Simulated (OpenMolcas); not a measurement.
Computed levels of 4d5 in ions with 41 electrons, in cm-1 above 6S 5/2.

- Program: OpenMolcas
- Method: SS-CASPT2, IPEA 0.25 Eh, imaginary shift 0.1 Eh
- Basis: ANO-R2
- Scalar Hamiltonian: X2C, finite nucleus
- Spin-orbit coupling: RASSI with atomic mean-field integrals over the reference wave functions, term energies averaged over their components

Active space for each ion: 5 electrons in 5 orbitals (4d); closed shells correlated by CASPT2: 4s 4p.

| Level | Mo+ | Tc2+ | Ru3+ | Pd5+ | Ag6+ |
| --- | --- | --- | --- | --- | --- |
| 4G 5/2 | 16910 | 20670 | 23840 | 28680 | 31130 |
| 4G 7/2 | 17000 | 20810 | 24060 | 29260 | 31970 |
| 4G 11/2 | 17030 | 20860 | 24140 | 29450 | 32240 |
| 4G 9/2 | 17050 | 20900 | 24200 | 29590 | 32430 |
| 4P 3/2 | 18540 | 23060 | 26670 | 32020 | 34770 |
| 4P 1/2 | 18870 | 23560 | 27380 | 33270 | 36330 |
| 4D 7/2 | 19670 | 24520 | 28480 | 34810 | 38090 |
| 4D 1/2 | 20010 | 25080 | 29340 | 36480 | 40200 |
| 4D 3/2 | 20280 | 25490 | 29900 | 37390 | 41290 |

Task: Estimate 4G 5/2, 4G 7/2 for Rh4+ from its neighbours Ru3+ and Pd5+.

Result: 4G 5/2 is another term, which grows about linearly with the charge: (23840 + 28680) / 2 = 26260. The calculation gives 26590, so the estimate is off by -1.2 %.
4G 7/2 is another term, which grows about linearly with the charge: (24060 + 29260) / 2 = 26660. The calculation gives 26940, so the estimate is off by -1.0 %.

Mixed levels, with the weight of the term that names them: Mo+ 4P 3/2 (67 %), Mo+ 4D 3/2 (67 %), Tc2+ 4P 3/2 (62 %), Tc2+ 4P 1/2 (75 %), Tc2+ 4D 3/2 (62 %), Ru3+ 4P 3/2 (59 %), Ru3+ 4P 1/2 (70 %), Ru3+ 4D 1/2 (71 %), Ru3+ 4D 3/2 (59 %), Rh4+ 4P 3/2 (56 %), Rh4+ 4P 1/2 (68 %), Rh4+ 4D 1/2 (68 %), Rh4+ 4D 3/2 (56 %), Pd5+ 4P 3/2 (55 %), Pd5+ 4P 1/2 (67 %), Pd5+ 4D 1/2 (67 %), Pd5+ 4D 3/2 (54 %), Ag6+ 4P 3/2 (53 %), Ag6+ 4P 1/2 (65 %), Ag6+ 4D 1/2 (66 %), Ag6+ 4D 3/2 (53 %).

CASPT2 does not keep the components of a term degenerate, so their means are used; among the terms shown or strongly mixed into the levels shown the widest spread is 86 cm-1 (4d5 4G, Mo+). Some high roots are left out of the spin-orbit mixing, which shifts the levels that they would mix with (holds for Mo+). Configurations with an s electron lie low at this charge and mix in, so terms can be misplaced (holds for Mo+). Levels of configurations with an s electron are missing; early in the row they begin among the upper levels of the d shell and mix with terms of their name (holds for Tc2+). Only configurations of the active space appear.
